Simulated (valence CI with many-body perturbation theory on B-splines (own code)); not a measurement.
# E1 line list for Pt XLVII

Computed by configuration interaction combined with many-body perturbation theory (CI+MBPT): four valence electrons over a frozen Dirac-Fock core [Ar] 3d10, radial functions for each j: 11 s, 11 p, 10 d, 8 f, 5 g, 2 h, with the one-electron correlation potential Σ1, the two-electron term Σ2, the three-electron term Σ3, Breit, model QED; selected CI, second order for the rest, scaled by the run's own slope (own B-spline code, finite nucleus).

The last digits are not significant, and no measured levels were compared; by estimate large intervals hold to a few tenths of a per cent, small ones and those within an open d or f shell to about a per cent. Among the levels kept, up to 410 cm⁻¹ of a level comes from second order outside the variational space, and about a tenth of that is noise between levels of different J, which matters for small intervals.

Lines 51 to 100 of 566 in falling wavelength, among levels below 775.66 eV, chosen from the strongest by gf and those to the six lowest levels. Wavelengths and rates use the calculated energies. Electric multipoles are in the length gauge, E1 and E2 with the static RPA response of the core. Weak lines are less certain than strong ones. Lines between different terms over intervals too small for the method are left out, as are lines whose strength nearly cancels. Where a level lies close to another of its J and parity, the split of strength between their lines is uncertain. The highest levels of a list are the least certain.

Levels are named by their leading jj configuration (3d3/2^4 stands for four electrons in 3d with j = 3/2), which in mixed levels can hold well under half, so a name can repeat and another be missing. Letters in brackets count levels of one name in rising energy.

| λ vac (Å) | Upper | Lower | A (s⁻¹) | log gf | Branch % |
| --- | --- | --- | --- | --- | --- |
| 106.5 | (4s 4p1/2 4p3/2 4d5/2) J=4 [b] | (4s^2 4p3/2 4d5/2) J=4 | 1.18e+10 | -0.74 | 3.6 |
| 106.2 | (4s 4p1/2 4p3/2 4f7/2) J=4 [c] | (4s^2 4p3/2 4f7/2) J=5 | 2.56e+10 | -0.41 | 2.4 |
| 106.2 | (4p1/2^2 4p3/2 4d5/2) J=3 | (4s 4p1/2 4p3/2 4d5/2) J=4 [c] | 2.75e+10 | -0.49 | 2.7 |
| 105.8 | (4s 4p1/2 4d5/2^2) J=3 [b] | (4s^2 4d5/2^2) J=4 | 1.67e+10 | -0.71 | 1.5 |
| 105.3 | (4s 4p1/2^2 4p3/2) J=1 | (4s^2 4p1/2 4p3/2) J=2 | 4.26e+10 | -0.67 | 7.8 |
| 104.6 | (4s 4p1/2 4p3/2^2) J=1 [a] | (4s^2 4p3/2^2) J=2 | 1.25e+10 | -1.21 | 1.8 |
| 103.5 | (4s 4p1/2 4p3/2 4f7/2) J=3 [d] | (4s^2 4p3/2 4f7/2) J=4 | 2.00e+10 | -0.65 | 2.0 |
| 103.3 | (4p1/2 4p3/2^3) J=2 | (4s 4p3/2^3) J=2 | 2.76e+10 | -0.66 | 1.7 |
| 103.3 | (4p1/2^2 4p3/2 4d5/2) J=2 | (4s 4p1/2 4p3/2 4d5/2) J=3 [a] | 4.37e+10 | -0.46 | 6.2 |
| 103.1 | (4p1/2 4p3/2^3) J=1 | (4s 4p3/2^3) J=2 | 4.31e+10 | -0.69 | 2.0 |
| 102.6 | (4s 4p1/2 4p3/2^2) J=2 [b] | (4s^2 4p3/2^2) J=2 | 2.57e+10 | -0.69 | 2.6 |
| 101.3 | (4s 4p1/2^2 4p3/2) J=1 | (4s^2 4p1/2 4p3/2) J=1 | 1.13e+10 | -1.28 | 2.1 |
| 101.2 | (4s 4p1/2 4p3/2^2) J=1 [b] | (4s^2 4p3/2^2) J=2 | 2.03e+10 | -1.03 | 1.5 |
| 101.2 | (4p1/2^2 4p3/2^2) J=2 | (4s 4p1/2 4p3/2^2) J=3 | 6.07e+10 | -0.33 | 6.7 |
| 100.8 | (4s 4p1/2 4p3/2 4d5/2) J=3 [c] | (4s^2 4p3/2 4d5/2) J=4 | 2.34e+10 | -0.60 | 1.9 |
| 100.5 | (4p1/2^2 4p3/2 4d5/2) J=4 | (4s 4p1/2 4p3/2 4d5/2) J=5 | 6.23e+10 | -0.07 | 11.6 |
| 99.90 | (4p1/2^2 4p3/2 4d3/2) J=3 | (4s 4p1/2 4p3/2 4d3/2) J=4 | 5.00e+10 | -0.28 | 6.1 |
| 99.86 | (4p1/2^2 4p3/2 4d5/2) J=3 | (4s 4p1/2 4p3/2 4d5/2) J=4 [b] | 2.80e+10 | -0.53 | 2.8 |
| 99.02 | (4s 4p1/2 4p3/2 4d3/2) J=2 [d] | (4s^2 4p3/2 4d3/2) J=3 | 2.88e+10 | -0.67 | 1.1 |
| 97.65 | (4p1/2^2 4p3/2 4d3/2) J=2 | (4s 4p1/2 4p3/2 4d3/2) J=3 [a] | 3.64e+10 | -0.58 | 8.3 |
| 92.47 | (4p1/2^2 4p3/2 4d5/2) J=4 | (4s 4p1/2 4p3/2 4d5/2) J=4 [a] | 2.63e+10 | -0.52 | 4.9 |
| 81.17 | (4s 4p1/2^2 4d3/2) J=1 | (4s 4p1/2^2 4p3/2) J=1 | 2.65e+10 | -1.11 | 40.2 |
| 79.20 | (4s 4p1/2^2 4d3/2) J=2 | (4s 4p1/2^2 4p3/2) J=1 | 1.22e+09 | -2.24 | 1.9 |
| 76.54 | (4s 4p1/2 4d3/2 4d5/2) J=4 [b] | (4s 4p1/2 4p3/2 4d5/2) J=4 [b] | 2.45e+10 | -0.71 | 8.6 |
| 76.22 | (4s^2 4p1/2 4d3/2) J=2 | (4s^2 4p1/2 4p3/2) J=2 | 1.62e+10 | -1.15 | 92.8 |
| 74.11 | (4s^2 4p1/2 4d3/2) J=2 | (4s^2 4p1/2 4p3/2) J=1 | 1.25e+09 | -2.29 | 7.2 |
| 73.54 | (4s 4p1/2^2 4d3/2) J=1 | (4s 4p1/2^2 4p3/2) J=2 | 8.29e+09 | -1.70 | 12.6 |
| 71.92 | (4s 4p1/2^2 4d3/2) J=2 | (4s 4p1/2^2 4p3/2) J=2 | 3.23e+10 | -0.90 | 50.4 |
| 71.02 | (4s 4p1/2 4d3/2 4d5/2) J=5 | (4s 4p1/2 4p3/2 4d5/2) J=5 | 3.34e+10 | -0.56 | 23.0 |
| 70.29 | (4s^2 4p3/2 4d3/2) J=2 | (4s^2 4p3/2^2) J=2 | 3.05e+09 | -1.95 | 0.1 |
| 69.61 | (4s^2 4p3/2 4d3/2) J=1 | (4s^2 4p3/2^2) J=2 | 9.77e+09 | -1.67 | 0.6 |
| 69.36 | (4s^2 4p3/2 4d3/2) J=3 | (4s^2 4p3/2^2) J=2 | 5.38e+08 | -2.57 | 0.0 |
| 68.02 | (4s 4p1/2 4d3/2 4d5/2) J=4 [b] | (4s 4p1/2 4p3/2 4d3/2) J=3 [c] | 2.81e+10 | -0.76 | 9.9 |
| 67.90 | (4s^2 4p1/2 4d3/2) J=1 | (4s^2 4p1/2 4p3/2) J=2 | 2.28e+08 | -3.33 | 0.0 |
| 66.44 | (4s 4p1/2 4p3/2 4f7/2) J=4 [a] | (4s 4p1/2 4p3/2 4d5/2) J=4 [b] | 3.26e+10 | -0.71 | 4.8 |
| 66.22 | (4s^2 4p1/2 4d3/2) J=1 | (4s^2 4p1/2 4p3/2) J=1 | 1.08e+10 | -1.67 | 0.5 |
| 65.37 | (4s 4p1/2 4p3/2 4f7/2) J=4 [b] | (4s 4p1/2 4p3/2 4d5/2) J=4 [c] | 5.28e+10 | -0.52 | 8.2 |
| 65.36 | (4s 4p1/2^2 4f7/2) J=3 | (4s 4p1/2^2 4d5/2) J=2 | 1.36e+11 | -0.22 | 48.2 |
| 65.19 | (4s^2 4p1/2 4f7/2) J=4 | (4s^2 4p1/2 4d5/2) J=3 | 6.33e+10 | -0.44 | 93.5 |
| 64.30 | (4s 4p1/2 4p3/2 4f7/2) J=5 [c] | (4s 4p1/2 4p3/2 4d5/2) J=4 [c] | 2.73e+10 | -0.73 | 4.0 |
| 64.13 | (4s^2 4p3/2 4f7/2) J=4 | (4s^2 4p3/2 4d5/2) J=4 | 3.66e+10 | -0.69 | 12.7 |
| 63.98 | (4s 4p3/2^2 4d5/2) J=1 [a] | (4s 4p3/2^3) J=2 | 1.14e+11 | -0.68 | 10.2 |
| 63.96 | (4p1/2^2 4p3/2 4d5/2) J=2 | (4p1/2^2 4p3/2^2) J=2 | 1.23e+11 | -0.42 | 17.4 |
| 63.74 | (4s 4p1/2 4p3/2 4f7/2) J=4 [c] | (4s 4p1/2 4p3/2 4d5/2) J=3 [c] | 7.19e+10 | -0.40 | 6.8 |
| 63.68 | (4s 4p1/2^2 4d5/2) J=2 | (4s 4p1/2^2 4p3/2) J=1 | 1.81e+11 | -0.26 | 59.3 |
| 63.67 | (4s 4p1/2 4p3/2 4f7/2) J=3 [b] | (4s 4p1/2 4p3/2 4d5/2) J=2 [a] | 7.48e+10 | -0.50 | 7.9 |
| 63.58 | (4s 4p1/2 4d3/2 4d5/2) J=5 | (4s 4p1/2 4p3/2 4d3/2) J=4 | 5.57e+10 | -0.43 | 38.4 |
| 63.54 | (4s 4p1/2 4d5/2^2) J=4 [b] | (4s 4p1/2 4p3/2 4d5/2) J=3 [d] | 3.25e+11 | 0.25 | 27.1 |
| 63.53 | (4s^2 4d3/2 4d5/2) J=3 | (4s^2 4p3/2 4d3/2) J=3 | 4.80e+10 | -0.69 | 2.8 |
| 63.49 | (4s 4p1/2 4p3/2 4f7/2) J=2 [c] | (4s 4p1/2 4p3/2 4d5/2) J=2 [c] | 1.28e+11 | -0.41 | 14.3 |

Q: How does gf follow from A for the line at 99.86 Å?

A: gf = 1.4992 × (2J+1)_upper × A / σ², with σ = 1001432 cm⁻¹ and 2J+1 = 7: gf = 0.293.
